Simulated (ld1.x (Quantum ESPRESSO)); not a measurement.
## Before and after: RRKJ potential for Zn

zinc, norm-conserving RRKJ (Kleinman–Bylander form), made with ld1.x (Quantum ESPRESSO) 7.5 (PBE, scalar-relativistic). Core [Ne], reference 3s2 3p6 3d10 4s2 4p0. Waves: 3p (bound): rc 1.00 bohr; 3d (bound): rc 1.50 bohr; 3s (bound): rc 0.80 bohr. Local part: the s channel. Core correction: none.

Occupied shells without a wave of their own: 4s. They enter only through the test configuration that unscreens the potential.

Change: reference 3s2 3p6 3d10 4s0.5 4p0.

Cutoffs: the cutoffs (Ry, on a coarse ladder) from which the occupation-weighted sum of valence levels, in a spherical-Bessel basis at the reference potential, stays within 10 and 1 mRy of its value at 400 Ry; they do not see the model core or the augmentation charge, which bear on the density cutoff. Errors are all-electron minus pseudo energies relative to the spin-unpolarised reference configuration.

**Question.** What does the change do?

**Answer.** The range in which the s phases agree narrows (upper end 0.0 → -1.1); the range in which the d phases agree narrows (upper end 2.3 → 1.2); neither file shows a bound ghost.

```tsv
quantity	base	changed
cutoff, loose	230 Ry	230 Ry
cutoff, tight	over 300 Ry	over 300 Ry
bound ghosts	none	none
largest miss of a reference level, eV	0.15	0.21
largest error over its own tests, meV	-785	+505
s: phases at 1.66 bohr within 0.05 rad from the reference energy up to (Ry; the scan ends near 5)	0.0	-1.1
p: phases at 1.66 bohr within 0.05 rad from the reference energy up to (Ry; the scan ends near 5)	to the end of the scan	to the end of the scan
d: phases at 1.66 bohr within 0.05 rad from the reference energy up to (Ry; the scan ends near 5)	2.3	1.2
```

Base: The 4s level has no wave, so the channel is fitted at the deeper level alone: the likely source of the large errors. Changed file: The 4s level has no wave, so the channel is fitted at the deeper level alone: the likely source of the large errors.
